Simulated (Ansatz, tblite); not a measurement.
Removing an electron: Sn(CN)H3 (CH3NSn). The state is a singlet with charge 0. Geometry: PBE-D4/def2-TZVP. Ansatz, gas phase; energy differences of separate SCF runs; the oxidised species was run as a doublet alone.

Cartesian coordinates in Å:
```
Sn 0.5760 -0.0407 -0.3257
C -1.2704 0.0904 0.7209
N -2.2844 0.1615 1.2912
H 0.4095 -1.3304 -1.4323
H 1.7756 -0.3436 0.8512
H 0.7936 1.4628 -1.1053
```

In the def2 sets Sn takes a core potential; there is no spin–orbit coupling. The xTB rows come from tblite. Correlated methods freeze 6 core orbitals; core or outer-core shells of Sn are correlated, in sets that lack core-valence functions. In CCSD on the charge 1 doublet the largest single amplitude is 0.35, so its Hartree–Fock determinant may place the open shell otherwise than the density functionals do.

```json
{"level": "GFN1-xTB", "−HOMO (eV)": "12.54", "vertical IE (eV)": "15.98", "−LUMO (eV)": "7.01", "HOMO–LUMO gap (eV)": "5.53", "remarks": "–"}
{"level": "GFN2-xTB", "−HOMO (eV)": "11.63", "vertical IE (eV)": "15.19", "−LUMO (eV)": "6.83", "HOMO–LUMO gap (eV)": "4.80", "remarks": "–"}
{"level": "r2SCAN-D4/def2-TZVP", "−HOMO (eV)": "8.47", "vertical IE (eV)": "11.44", "−LUMO (eV)": "1.07", "HOMO–LUMO gap (eV)": "7.40", "remarks": "–"}
{"level": "PBE0-D4/def2-TZVP", "−HOMO (eV)": "9.47", "vertical IE (eV)": "11.64", "−LUMO (eV)": "0.37", "HOMO–LUMO gap (eV)": "9.11", "remarks": "–"}
{"level": "CCSD/def2-TZVPP", "−HOMO (eV)": "–", "vertical IE (eV)": "12.06", "−LUMO (eV)": "–", "HOMO–LUMO gap (eV)": "–", "remarks": "large T1 (0.052) (+1 doublet)"}
{"level": "CCSD(T)/def2-TZVPP", "−HOMO (eV)": "–", "vertical IE (eV)": "12.15", "−LUMO (eV)": "–", "HOMO–LUMO gap (eV)": "–", "remarks": "large T1 (0.052) (+1 doublet)"}
```

Relaxing the oxidised species (PBE-D4/def2-TZVP) changes its energy by -3.81 eV at PBE0-D4/def2-TZVP, so the adiabatic ionisation energy to this nearest minimum is 7.82 eV. On the way the bond Sn1–C2 breaks and the bond Sn1–H6 breaks and Sn1–N3 forms and C2–H6 forms.  Run but left out: HF/def2-TZVPP, MP2/def2-TZVPP (charge +1 doublet: a determinant that CCSD turns far, T1 0.052); PBE-D4/def2-TZVP (charge +1 doublet: an occupied level 0.03 eV above an empty one).  Raw xTB energy differences between charge states are shifted by several eV; the methods need an empirical correction for them.
